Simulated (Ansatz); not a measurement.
The cluster Sn4O8⁺. The state is a doublet with charge 1. Geometry PBE-D4/def2-SVP, basis def2-SVP, Ansatz.

```
atom    x (Å)    y (Å)    z (Å)
 Sn1  -0.2328  -0.7021  -2.5919
 Sn2  -0.8216  -1.5566   0.9403
 Sn3  -0.5280   2.3101  -0.4797
 Sn4   2.1591  -0.4119  -0.3378
  O5   0.4557  -1.6844  -0.7989
  O6  -0.5542   0.7285   1.1884
  O7   1.2665  -1.2587   1.7616
  O8  -2.1611  -0.2193  -1.4128
  O9   1.1797  -0.0663   2.5550
 O10  -2.3730   1.0224  -1.0332
 O11   0.9058   0.9378   1.6788
 O12   0.7040   0.9003  -1.4698
```

| run | HOMO (eV) | LUMO (eV) |
| --- | --- | --- |
| A | -9.52 | -8.94 |
| B | -10.95 | -7.64 |
| C | -11.21 | -7.49 |
| D | -9.44 | -8.82 |
| E | -9.87 | -8.77 |

In the def2 sets Sn takes a core potential; there is no spin–orbit coupling. The structure holds 4 bonds between oxygen atoms, so isomers without such links may lie far lower. The structure comes from a short search, and lower isomers may exist.

HOMO and LUMO are taken over both spins.

Q: The runs used PBE, PBE0, r2SCAN, r2SCAN0, revPBE. Estimate which is which.

A: A PBE (0 % exact exchange); B PBE0 (25 % exact exchange); C r2SCAN0 (25 % exact exchange); D revPBE (0 % exact exchange); E r2SCAN (0 % exact exchange). Exact exchange lowers occupied and raises empty levels; among semilocal functionals meta-GGAs tend to open the gap a little, and such runs are hard to tell apart. The gap grows from 0.58 eV (PBE) to 3.72 eV (r2SCAN0).
